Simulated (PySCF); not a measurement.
N (nitrogen, neutral): UHF calculation

Configuration: [He] 2s1 2p4, high-spin 4P determinant (an excited configuration). Computed with PySCF 2.14 in aug-cc-pwCVDZ (5s4p2d, 27 functions), with no relativity, point nucleus.

```
Total energy                                                  : -53.989898 hartree
One-electron energy                                           : -73.2180 hartree
Hartree (Coulomb) energy                                      : 25.7924 hartree
Exchange energy                                               : -6.5642 hartree
Kinetic energy                                                : 53.96763 hartree
⟨S²⟩                                                          : 3.8071
⟨L²⟩                                                          : 2.004
Sum of ⟨r⟩                                                    : 7.650 bohr
Sum of ⟨r²⟩                                                   : 13.78 bohr²
Traceless quadrupole moment −½Σ⟨3z² − r²⟩ along its main axis : -1.81 e·bohr²
Density at the nucleus (Gaussians lack the cusp)              : 193 bohr⁻³
Spin density at the nucleus                                   : 4.94 bohr⁻³
Langevin diamagnetic susceptibility                           : -10.9 ×10⁻⁶ cm³/mol
```

```
shell  electrons  mean orbital energy (hartree)  spread (hartree)  rms radius, mean of both spins (bohr)
 1s α          1                      -15.75359                 0                                  0.265
 1s β          1                      -15.61406                 0                                  0.265
 2s α          1                       -1.22377                 0                                   1.40
 2p α          3                       -0.62321           0.07026                                   1.71
 2p β          1                       -0.30072                 0                                   1.71
```

Spin-orbit constants ζ (cm⁻¹) from the X2C one-electron operator on these orbitals (non-relativistic here): bare nucleus, nucleus screened by l(l+1)(2l+1)/3 electrons, and screened by the Breit-Pauli mean field of the electrons.

| shell | bare | screened nucleus | mean field |
| --- | --- | --- | --- |
| 2p | 128.1 | 91.48 | 75.27 |

To first order the Landé constant is A = -25.09 cm⁻¹, so the lowest level has J = 5/2 and lies 0.00467 eV below the centre of the term. This holds in LS coupling only.
